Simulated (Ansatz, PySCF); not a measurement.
Pulling on the Si5–H6 bond in BH5OSi (SMILES BO[SiH3]) (multiplicity 1 held, fragments rigid). Energies count from the point at 1.477 Å.
Geometry at that point (charge 0, multiplicity 1):
```xyz
8

B     -0.35531     0.16771     1.74611
H     -1.12198     0.72283     2.47444
H      0.51570    -0.54224     2.16560
O     -0.48933     0.35731     0.41765
Si     0.33066    -0.20123    -0.91476
H      0.86264     0.96822    -1.64325
H     -0.62978    -0.93425    -1.76420
H      1.43536    -1.09434    -0.49777
```

R- and RO- levels are restricted; in cc, def2 and unpolarised 6-31G sets they are followed outwards from rest. Unrestricted levels (U-) break spin symmetry where that is lower. Active spaces are followed from a long bond inwards. Curves can end on different states.

Correlated levels freeze the cores. Rows in 3-21G, 6-31G* carry no dispersion term and start afresh at each structure (6-31G* with six Cartesian d functions). MP2/6-31G* freezes PySCF's default core.

The values were computed with Ansatz (an electronic-structure program) with Gaussian orbitals; PySCF for 3-21G rows, 6-31G* rows. 

```json
[
 {"level": "R-HF/3-21G", "energy at R = 4.726 Å (kcal/mol)": "180.17"},
 {"level": "R-B3LYP/6-31G*", "energy at R = 4.726 Å (kcal/mol)": "134.70"},
 {"level": "R-B3LYP/cc-pV(T+d)Z", "energy at R = 4.726 Å (kcal/mol)": "132.16"},
 {"level": "U-wB97X-V/cc-pV(T+d)Z", "energy at R = 4.726 Å (kcal/mol)": "98.58"},
 {"level": "R-MP2/6-31G*", "energy at R = 4.726 Å (kcal/mol)": "?"},
 {"level": "R-MP2/cc-pV(T+d)Z", "energy at R = 4.726 Å (kcal/mol)": "131.43"},
 {"level": "R-SCS-MP2/cc-pV(T+d)Z", "energy at R = 4.726 Å (kcal/mol)": "?"},
 {"level": "U-CCSD(T)/cc-pV(T+d)Z", "energy at R = 4.726 Å (kcal/mol)": "97.51"},
 {"level": "FIC-MRCISD+Q on CASSCF(2,2)/cc-pV(T+d)Z", "energy at R = 4.726 Å (kcal/mol)": "97.45"}
]
```

**Question.** Fill in the missing entries.

**Answer.** 
- R-MP2/6-31G*, energy at R = 4.726 Å (kcal/mol): 121.40
- R-SCS-MP2/cc-pV(T+d)Z, energy at R = 4.726 Å (kcal/mol): 124.27

Doubts at one or more of the structures used: a restricted determinant that unrestricted orbitals would lower (R-HF/3-21G, R-B3LYP/6-31G*, R-B3LYP/cc-pV(T+d)Z, R-MP2/6-31G*, R-MP2/cc-pV(T+d)Z, R-SCS-MP2/cc-pV(T+d)Z); a spin-contaminated determinant (U-wB97X-V/cc-pV(T+d)Z, U-CCSD(T)/cc-pV(T+d)Z).
